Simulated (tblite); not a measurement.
A geometry optimisation, step by step.

Species: C₂H₉FSSi₂.
Atom-mapped SMILES: `[F:1][CH2:2][CH2:3][SiH2:4][S:5][SiH3:6]` (hydrogens: H7, H8 on C2; H9, H10 on C3; H11, H12 on Si4; H13, H14, H15 on Si6)

Computed with GFN2-xTB (tblite), gas phase: L-BFGS steps from a force-field or distance-geometry start until the largest atomic force falls under 0.01 eV/Å. 12 of its 236 geometries are shown.

Step 0: E = -553.7211 eV, largest atomic force 1.667 eV/Å
```
atom  x, y, z in Å  |  force x, y, z in eV/Å
F1     -2.918   -1.348   -0.315   -0.294   0.168   0.113
C2     -2.543   -0.123    0.171    0.045   0.475   0.886
C3     -1.530    0.500   -0.737   -0.033   1.444  -0.776
Si4    -0.021   -0.572   -0.926    0.163  -1.625  -0.334
S5      1.682    0.684   -1.154   -0.077   0.412  -0.419
Si6     3.201    0.366    0.274    1.365  -0.338   0.664
H7     -3.417    0.565    0.278    0.188  -0.835  -0.016
H8     -2.070   -0.303    1.174   -0.571   0.065  -0.593
H9     -1.196    1.467   -0.294   -0.546  -0.403  -0.373
H10    -1.979    0.701   -1.759    0.390  -0.050   1.180
H11    -0.234   -1.295   -2.207    0.318   0.112   0.377
H12     0.123   -1.541    0.197    0.108   0.436  -0.340
H13     2.986   -0.815    1.134   -0.179   0.279  -0.289
H14     4.467    0.171   -0.483   -0.534   0.013   0.120
H15     3.444    1.549    1.120   -0.342  -0.153  -0.199
```

Step 21: E = -554.0093 eV, largest atomic force 0.123 eV/Å
```
atom  x, y, z in Å  |  force x, y, z in eV/Å
F1     -2.942   -1.326   -0.302    0.034  -0.025   0.010
C2     -2.552   -0.104    0.197    0.004   0.018   0.004
C3     -1.506    0.527   -0.700    0.028   0.048  -0.053
Si4     0.025   -0.585   -0.951    0.119   0.013  -0.005
S5      1.717    0.740   -1.224   -0.035  -0.088   0.079
Si6     3.224    0.325    0.257   -0.064   0.015  -0.063
H7     -3.460    0.506    0.255   -0.013   0.004   0.024
H8     -2.163   -0.288    1.204   -0.028  -0.029  -0.016
H9     -1.223    1.489   -0.270    0.007  -0.018   0.040
H10    -1.965    0.745   -1.666    0.034  -0.024  -0.027
H11    -0.035   -1.369   -2.180   -0.061   0.006   0.036
H12     0.275   -1.432    0.215    0.003   0.066  -0.011
H13     2.854   -0.842    1.046   -0.064  -0.010  -0.034
H14     4.449    0.101   -0.489    0.033  -0.012  -0.033
H15     3.297    1.521    1.081    0.002   0.036   0.048
```

Step 43: E = -554.0237 eV, largest atomic force 0.053 eV/Å
```
atom  x, y, z in Å  |  force x, y, z in eV/Å
F1     -2.859   -1.348   -0.352   -0.021   0.002  -0.006
C2     -2.537   -0.118    0.173   -0.005  -0.006  -0.010
C3     -1.483    0.559   -0.682    0.009  -0.017   0.011
Si4     0.041   -0.562   -0.919   -0.004   0.010   0.009
S5      1.718    0.744   -1.283    0.013  -0.023   0.016
Si6     3.190    0.321    0.224    0.040  -0.010   0.027
H7     -3.468    0.457    0.222   -0.022  -0.011  -0.033
H8     -2.173   -0.307    1.188    0.017   0.004   0.000
H9     -1.221    1.507   -0.213    0.028  -0.009   0.012
H10    -1.911    0.796   -1.657   -0.018  -0.001   0.012
H11    -0.087   -1.430   -2.083   -0.003   0.028   0.017
H12     0.320   -1.330    0.292   -0.011   0.020   0.005
H13     2.762   -0.861    0.965    0.018   0.033  -0.026
H14     4.432    0.091   -0.498   -0.017   0.006   0.004
H15     3.271    1.488    1.097   -0.025  -0.027  -0.038
```

Step 64: E = -554.0330 eV, largest atomic force 0.058 eV/Å
```
atom  x, y, z in Å  |  force x, y, z in eV/Å
F1     -2.803   -1.363   -0.456   -0.007  -0.006   0.020
C2     -2.576   -0.135    0.123   -0.010   0.004  -0.002
C3     -1.477    0.597   -0.625   -0.015   0.007  -0.016
Si4     0.032   -0.542   -0.847    0.014  -0.005   0.020
S5      1.762    0.638   -1.360    0.037   0.005   0.044
Si6     3.234    0.303    0.174   -0.038   0.011  -0.040
H7     -3.533    0.397    0.098    0.014   0.025  -0.004
H8     -2.292   -0.332    1.162   -0.006  -0.016  -0.026
H9     -1.233    1.509   -0.079   -0.006  -0.022  -0.017
H10    -1.853    0.896   -1.604    0.016   0.039   0.008
H11    -0.158   -1.465   -1.957   -0.003  -0.014   0.021
H12     0.309   -1.214    0.420    0.021  -0.035   0.005
H13     2.860   -0.901    0.903    0.008  -0.016   0.001
H14     4.499    0.152   -0.525   -0.014   0.005  -0.026
H15     3.226    1.468    1.047   -0.011   0.018   0.013
```

Step 85: E = -554.0481 eV, largest atomic force 0.048 eV/Å
```
atom  x, y, z in Å  |  force x, y, z in eV/Å
F1     -2.865   -1.301   -0.659   -0.010   0.026  -0.007
C2     -2.670   -0.110    0.005   -0.001  -0.007   0.009
C3     -1.429    0.592   -0.511    0.002  -0.007  -0.002
Si4     0.034   -0.613   -0.672   -0.014  -0.035   0.009
S5      1.716    0.533   -1.379    0.015  -0.025   0.003
Si6     3.274    0.320    0.082   -0.007   0.004  -0.031
H7     -3.583    0.478   -0.146    0.022   0.012  -0.003
H8     -2.574   -0.367    1.065    0.026  -0.009   0.004
H9     -1.191    1.419    0.156   -0.029   0.010   0.022
H10    -1.632    1.025   -1.490   -0.030   0.010  -0.036
H11    -0.223   -1.630   -1.682    0.026  -0.002   0.004
H12     0.377   -1.192    0.625   -0.011   0.004   0.014
H13     3.127   -0.961    0.760   -0.021  -0.012  -0.017
H14     4.492    0.391   -0.704    0.026   0.017  -0.001
H15     3.142    1.423    1.023    0.007   0.016   0.032
```

Step 107: E = -554.0572 eV, largest atomic force 0.036 eV/Å
```
atom  x, y, z in Å  |  force x, y, z in eV/Å
F1     -2.980   -1.195   -0.796    0.008  -0.029  -0.010
C2     -2.683   -0.099   -0.021   -0.006   0.011  -0.016
C3     -1.423    0.581   -0.519    0.006   0.020  -0.002
Si4     0.042   -0.628   -0.604    0.002  -0.009   0.024
S5      1.710    0.491   -1.392   -0.006  -0.031  -0.001
Si6     3.290    0.318    0.048   -0.018   0.022   0.022
H7     -3.556    0.560   -0.076   -0.023   0.013   0.014
H8     -2.565   -0.472    1.002    0.011   0.012  -0.009
H9     -1.207    1.419    0.145    0.003  -0.007  -0.018
H10    -1.606    0.999   -1.511   -0.011  -0.012   0.028
H11    -0.193   -1.733   -1.521    0.004   0.011  -0.019
H12     0.365   -1.113    0.738    0.021   0.025  -0.005
H13     3.222   -1.015    0.634    0.022   0.000  -0.015
H14     4.500    0.553   -0.720   -0.015  -0.015  -0.009
H15     3.078    1.342    1.064    0.001  -0.012   0.016
```

Step 128: E = -554.0606 eV, largest atomic force 0.046 eV/Å
```
atom  x, y, z in Å  |  force x, y, z in eV/Å
F1     -2.978   -1.169   -0.859   -0.005  -0.003   0.004
C2     -2.695   -0.091   -0.053    0.009   0.016   0.015
C3     -1.422    0.592   -0.514   -0.006   0.019  -0.023
Si4     0.040   -0.623   -0.540   -0.015   0.008   0.043
S5      1.710    0.423   -1.407    0.021   0.026  -0.014
Si6     3.301    0.300    0.026   -0.022  -0.027   0.002
H7     -3.567    0.570   -0.104    0.015  -0.006  -0.006
H8     -2.589   -0.488    0.961   -0.015   0.011   0.007
H9     -1.226    1.437    0.148   -0.013  -0.025  -0.006
H10    -1.577    1.001   -1.514    0.000  -0.010   0.017
H11    -0.221   -1.773   -1.390    0.013  -0.027  -0.020
H12     0.383   -1.020    0.827   -0.003   0.007  -0.017
H13     3.355   -1.071    0.521    0.021   0.025  -0.022
H14     4.464    0.696   -0.746    0.013  -0.016   0.005
H15     3.018    1.224    1.117   -0.012   0.003   0.014
```

Step 150: E = -554.0735 eV, largest atomic force 0.037 eV/Å
```
atom  x, y, z in Å  |  force x, y, z in eV/Å
F1     -2.914   -1.297   -0.494    0.001  -0.001   0.007
C2     -2.671   -0.045    0.023   -0.017  -0.006  -0.001
C3     -1.467    0.581   -0.651    0.002   0.003   0.006
Si4     0.050   -0.562   -0.569   -0.022   0.013   0.007
S5      1.701    0.588   -1.340   -0.015   0.006   0.005
Si6     3.296    0.229    0.045    0.029  -0.021  -0.008
H7     -3.587    0.536   -0.132    0.011  -0.002  -0.008
H8     -2.500   -0.183    1.095   -0.004  -0.016   0.001
H9     -1.263    1.535   -0.166    0.000   0.031   0.007
H10    -1.709    0.799   -1.692    0.002  -0.004  -0.025
H11    -0.102   -1.747   -1.401    0.014  -0.005  -0.005
H12     0.335   -0.913    0.822    0.009   0.000   0.011
H13     3.549   -1.207    0.087    0.001   0.007   0.000
H14     4.401    0.987   -0.514   -0.029  -0.008   0.016
H15     2.877    0.709    1.358    0.018   0.003  -0.014
```

Step 171: E = -554.0835 eV, largest atomic force 0.102 eV/Å
```
atom  x, y, z in Å  |  force x, y, z in eV/Å
F1     -2.912   -1.329   -0.451    0.001   0.048   0.000
C2     -2.730   -0.029   -0.032   -0.033  -0.032   0.031
C3     -1.508    0.575   -0.693   -0.006  -0.022   0.023
Si4     0.046   -0.470   -0.371   -0.017   0.016   0.011
S5      1.652    0.693   -1.208    0.051  -0.022   0.086
Si6     3.372    0.145   -0.045    0.023  -0.010  -0.037
H7     -3.648    0.514   -0.288    0.007  -0.047   0.013
H8     -2.619   -0.077    1.057   -0.011   0.024  -0.039
H9     -1.389    1.593   -0.319    0.023  -0.025  -0.009
H10    -1.685    0.649   -1.766    0.011   0.010  -0.014
H11    -0.002   -1.767   -1.036    0.014   0.021   0.005
H12     0.274   -0.630    1.069   -0.007   0.026  -0.050
H13     3.869   -1.142   -0.514   -0.028   0.010  -0.011
H14     4.306    1.232   -0.284   -0.021  -0.013  -0.011
H15     2.969    0.051    1.353   -0.008   0.015   0.003
```

Step 192: E = -554.1020 eV, largest atomic force 0.084 eV/Å
```
atom  x, y, z in Å  |  force x, y, z in eV/Å
F1     -2.786   -1.429   -0.358    0.004   0.038   0.034
C2     -2.767   -0.078   -0.091   -0.011   0.027  -0.038
C3     -1.545    0.566   -0.712    0.013  -0.029   0.003
Si4     0.053   -0.279   -0.129    0.010   0.028   0.000
S5      1.619    1.033   -0.802   -0.051   0.004  -0.018
Si6     3.411    0.045   -0.172    0.029   0.062   0.049
H7     -3.701    0.330   -0.494   -0.001  -0.022  -0.005
H8     -2.764    0.024    0.999    0.005  -0.033  -0.006
H9     -1.541    1.623   -0.455   -0.009   0.017   0.019
H10    -1.620    0.504   -1.798   -0.002  -0.009   0.002
H11     0.232   -1.606   -0.705    0.002   0.010  -0.012
H12     0.116   -0.334    1.332   -0.008  -0.003  -0.005
H13     3.735   -0.984   -1.147   -0.006  -0.065  -0.020
H14     4.395    1.112   -0.142    0.011   0.008  -0.009
H15     3.159   -0.519    1.146    0.014  -0.032   0.007
```

Step 214: E = -554.1060 eV, largest atomic force 0.037 eV/Å
```
atom  x, y, z in Å  |  force x, y, z in eV/Å
F1     -2.715   -1.446   -0.258    0.000  -0.008  -0.008
C2     -2.759   -0.081   -0.085   -0.008   0.016  -0.008
C3     -1.546    0.572   -0.713   -0.003  -0.014  -0.004
Si4     0.056   -0.271   -0.140   -0.002   0.002  -0.021
S5      1.612    1.109   -0.681   -0.006   0.012   0.008
Si6     3.402    0.053   -0.160   -0.011   0.007  -0.001
H7     -3.698    0.258   -0.537   -0.003  -0.007   0.001
H8     -2.788    0.090    0.994   -0.009  -0.013   0.033
H9     -1.551    1.630   -0.455    0.006  -0.003  -0.015
H10    -1.623    0.503   -1.799    0.003   0.023  -0.007
H11     0.279   -1.543   -0.819   -0.002   0.005   0.007
H12     0.079   -0.440    1.312    0.007   0.003   0.013
H13     3.598   -1.003   -1.143    0.011  -0.022   0.000
H14     4.426    1.081   -0.217    0.006  -0.001  -0.003
H15     3.223   -0.506    1.173    0.011   0.000   0.004
```

Step 235: E = -554.1115 eV, largest atomic force 0.009 eV/Å
```
atom  x, y, z in Å  |  force x, y, z in eV/Å
F1     -2.693   -1.459   -0.517   -0.002  -0.001  -0.002
C2     -2.761   -0.137   -0.137   -0.001  -0.002   0.002
C3     -1.551    0.621   -0.643    0.008  -0.001   0.003
Si4     0.059   -0.243   -0.130    0.000   0.002   0.002
S5      1.623    1.110   -0.713    0.003  -0.002   0.001
Si6     3.401    0.049   -0.160    0.001   0.000   0.000
H7     -3.700    0.252   -0.546   -0.004   0.000   0.001
H8     -2.807   -0.137    0.956    0.000   0.000   0.000
H9     -1.593    1.637   -0.252   -0.001   0.001  -0.007
H10    -1.600    0.695   -1.730    0.002   0.001   0.004
H11     0.249   -1.516   -0.815    0.000  -0.002  -0.004
H12     0.121   -0.417    1.322   -0.002   0.001   0.001
H13     3.446   -1.196   -0.916   -0.002   0.002   0.003
H14     4.462    0.972   -0.518   -0.003   0.001   0.000
H15     3.340   -0.223    1.271    0.001   0.000  -0.004
```

**Question.** Summarise the path.

**Answer.** The energy falls by 9.00 kcal/mol from step 0 to step 235; nine tenths of that is first reached at step 146. It rises by more than 0.2 meV at steps 173, 184 and 229. The largest force goes from 1.667 to 0.009 eV/Å. Among the bonds C3–H10 changes most, from 1.134 to 1.091 Å; the atoms move by 1.051 Å rms after alignment.

**Question.** Follow the three bonds and two angles with the largest change from start to end.

**Answer.** 
```
step  E above end (kcal/mol)  largest force (eV/Å)  C3–H10 (Å)  C3–Si4 (Å)  Si6–H14 (Å)  Si4–S5–Si6 (°)  H14–Si6–H15 (°)
   0                    9.00                 1.667       1.134       1.861        1.488           114.5            104.9
  10                    2.96                 0.154       1.091       1.915        1.456           115.0            112.1
  20                    2.39                 0.098       1.092       1.912        1.452           110.3            112.0
  31                    2.13                 0.073       1.091       1.905        1.454           108.1            112.7
  41                    2.05                 0.069       1.090       1.905        1.454           107.4            112.0
  51                    1.95                 0.048       1.090       1.904        1.454           106.9            113.0
  61                    1.84                 0.121       1.090       1.905        1.454           106.9            112.0
  72                    1.72                 0.054       1.091       1.905        1.453           106.9            112.2
  82                    1.51                 0.056       1.090       1.904        1.452           106.7            113.0
  92                    1.41                 0.052       1.091       1.903        1.452           107.0            112.8
 102                    1.32                 0.075       1.090       1.902        1.453           106.2            112.6
 112                    1.22                 0.022       1.091       1.902        1.451           106.2            112.5
 123                    1.20                 0.016       1.091       1.902        1.451           106.0            112.7
 133                    1.10                 0.070       1.091       1.899        1.453           104.7            112.3
 143                    0.93                 0.126       1.090       1.901        1.452           105.1            113.4
 153                    0.86                 0.039       1.091       1.900        1.452           104.3            112.4
 163                    0.77                 0.077       1.091       1.901        1.451           104.7            112.6
 174                    0.58                 0.134       1.089       1.902        1.452           104.8            112.4
 184                    0.36                 0.091       1.090       1.903        1.455           104.6            112.3
 194                    0.19                 0.036       1.090       1.897        1.452           103.6            112.7
 204                    0.15                 0.025       1.091       1.898        1.451           103.2            113.4
 215                    0.12                 0.041       1.090       1.899        1.451           103.1            113.3
 225                    0.05                 0.035       1.091       1.900        1.451           102.9            113.2
 235                    0.00                 0.009       1.091       1.898        1.451           102.8            113.1
```

What follows is the cost of the whole relaxation. On Arm Neoverse V1, one thread, no GPU (shared host), this took 1.8 s of wall time.
